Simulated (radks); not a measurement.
P4+, 11 electrons, occupied as [Ne] 3s1.

All-electron calculation, non-relativistic Kohn-Sham, LDA (Slater exchange, Perdew-Wang correlation), spin-polarised, spherical densities, point nucleus; open shells are filled with parallel spins first. Program: a radial shooting solver on a logarithmic mesh with Libxc functionals.

Energy parts (eV):
part                      energy
total                  -9139.874
kinetic                 9122.028
electron-nucleus      -21168.897
Hartree                 3462.554
exchange-correlation    -555.558

Orbitals (lengths in bohr, moments of r in powers of bohr; <r^-3> diverges for s and p1/2; r(90%) holds 90 % of the orbital's charge):
orbital	occ.	eigenvalue (eV)	<1/r>	r(90%)	<r^-3>
1s up	1	-2128.333	14.52	0.186	-
1s down	1	-2128.053	14.52	0.186	-
2s up	1	-228.3812	2.809	0.819	-
2s down	1	-228.0157	2.812	0.817	-
2p up	3	-180.8971	2.720	0.806	63.52
2p down	3	-180.5261	2.723	0.804	63.66
3s up	1	-59.5053	0.8715	2.34	-
3s down	0	-56.6498	0.8696	2.37	-

The highest occupied level is 3s up at -59.505 eV. The spin density at the nucleus is 10.28 e/bohr^3 (1s 0.12, 2s -0.10, 3s 10.25), a Fermi contact field of 539 T. The density falls to 0.001 e/bohr^3 at r = 2.75 bohr. Spin moment in Bohr magnetons: 1.
